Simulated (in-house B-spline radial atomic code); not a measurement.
Successive ionisation energies of osmium; each step leads to the configuration of the next row (after the last: bare). Dirac energy differences include first-order Breit, QED and recoil terms. NIST's values go from ground level to ground level; the uncertainty of those that are theory runs from under 0.1 % in few-electron ions to several per cent in heavy many-electron ones. Computed with an all-electron radial atomic-structure program (B-spline basis): Dirac-Hartree-Fock, jj configuration that fills j = l - 1/2 first, finite nuclei.

A number in brackets counts the electrons of a j subshell.

```tsv
ion	configuration	ionisation energy (eV)	tabulated value (eV)	computed minus tabulated (eV)	highest orbital	largest mean radius (bohr)
Os55+	[Ar] 3d3/2(3)	5424.3	5421	3	3d3/2	0.18557
Os56+	[Ar] 3d3/2(2)	5570.0	5575	-5	3d3/2	0.18448
Os57+	[Ar] 3d3/2(1)	5717.3	5717	0	3d3/2	0.1834
Os58+	[Ne] 3s2 3p6	6115.1	6115	0	3p3/2	0.18234
Os59+	[Ne] 3s2 3p1/2(2) 3p3/2(3)	6243.4	6240	3	3p3/2	0.1814
Os60+	[Ne] 3s2 3p1/2(2) 3p3/2(2)	6372.7	6376	-3	3p3/2	0.18054
Os61+	[Ne] 3s2 3p1/2(2) 3p3/2(1)	6502.9	6503	0	3p3/2	0.17969
Os62+	[Ne] 3s2 3p1/2(2)	?	?	?	?	?
Os63+	[Ne] 3s2 3p1/2(1)	7184.6	7185	0	3p1/2	0.17752
Os64+	[Ne] 3s2	7467.6	7468	0	3s1/2	0.17685
Os65+	[Ne] 3s1	7605.8	7610	-4	3s1/2	0.17612
Os66+	[He] 2s2 2p6	16556.0	16560	-4	2p3/2	0.073008
Os67+	[He] 2s2 2p1/2(2) 2p3/2(3)	16907.4	16900	7	2p3/2	0.072711
Os68+	[He] 2s2 2p1/2(2) 2p3/2(2)	17262.0	17270	-8	2p3/2	0.072417
Os69+	[He] 2s2 2p1/2(2) 2p3/2(1)	?	?	?	?	?
Os70+	[He] 2s2 2p1/2(2)	19600.9	19600	1	2p1/2	0.071832
Os71+	[He] 2s2 2p1/2(1)	20029.2	20030	-1	2p1/2	0.071497
Os72+	[He] 2s2	20569.6	20570	0	2s1/2	0.071164
Os73+	[He] 2s1	?	?	?	?	?
Os74+	1s2	83971.0	83976.18	-5	1s1/2	0.017639
Os75+	1s1	85613.9	85614.42	-1	1s1/2	0.017537
```

Fill in the row of Os62+.

ionisation energy (eV): 7038.3; tabulated value (eV): 7039; computed minus tabulated (eV): -1; highest orbital: 3p1/2; largest mean radius (bohr): 0.17819.

Fill in the row of Os69+.

ionisation energy (eV): 17619.9; tabulated value (eV): 17620; computed minus tabulated (eV): 0; highest orbital: 2p3/2; largest mean radius (bohr): 0.072123.

Fill in the row of Os73+.

ionisation energy (eV): 20920.0; tabulated value (eV): 20920.6; computed minus tabulated (eV): -1; highest orbital: 2s1/2; largest mean radius (bohr): 0.070864.

Where is the largest jump?

From Os73+ to Os74+, by a factor of 4.01 (20920 to 83971 eV); the highest orbital goes from 2s1/2 to 1s1/2.
